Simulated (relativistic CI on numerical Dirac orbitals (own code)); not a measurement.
# Tm²⁺: 5p photoemission

Computed with this model: Dirac-Coulomb-Breit CI, orbitals from a KLI potential per configuration, a model potential for QED, multiplet model of photoemission in the sudden approximation, unscaled Slater integrals; configurations [Xe] 4f13 → [Kr] 4d10 4f13 5s2 5p5; 300 K; Lorentzian 0.6 eV and Gaussian 0.5 eV FWHM. Energies are those of the free ion, without screening or charge transfer. The energies are binding energies and can lie tens of eV above those of solids. S is read from ⟨S²⟩ = S(S + 1).

Computed curve for free ion, scaled to 100 at the maximum (points under 2 are left out and the grid is thinned):

Energy (eV), Intensity and a bar:
```
     41.3        2.1 
     41.6        2.6 
     41.9        3.4 
     42.2        4.5 #
     42.5        6.5 #
     42.8       10.2 ##
     43.1       18.5 #####
     43.4       39.2 ###########
     43.7       76.8 #######################
     44.0      100.0 ##############################
     44.2       92.2 ############################
     44.5       59.2 ##################
     44.8       32.4 #########
     45.1       22.6 ######
     45.4       24.1 #######
     45.7       28.0 ########
     46.0       23.1 ######
     46.3       14.0 ####
     46.6        7.9 ##
     46.9        5.0 #
     47.2        3.7 
     47.5        3.1 
     47.8        2.8 
     48.1        2.7 
     48.4        2.9 
     48.7        3.3 
     49.0        4.2 #
     49.3        6.1 #
     49.6       10.2 ###
     49.9       20.7 ######
     50.1       33.3 ##########
     50.4       52.9 ################
     50.7       57.5 #################
     51.0       41.0 ############
     51.3       20.3 ######
     51.6        9.9 ##
     51.9        5.8 #
     52.2        4.0 #
     52.5        2.8 
     52.8        2.0
```

The ground state has S = 0.50, and the centroid lies at 46.42 eV.
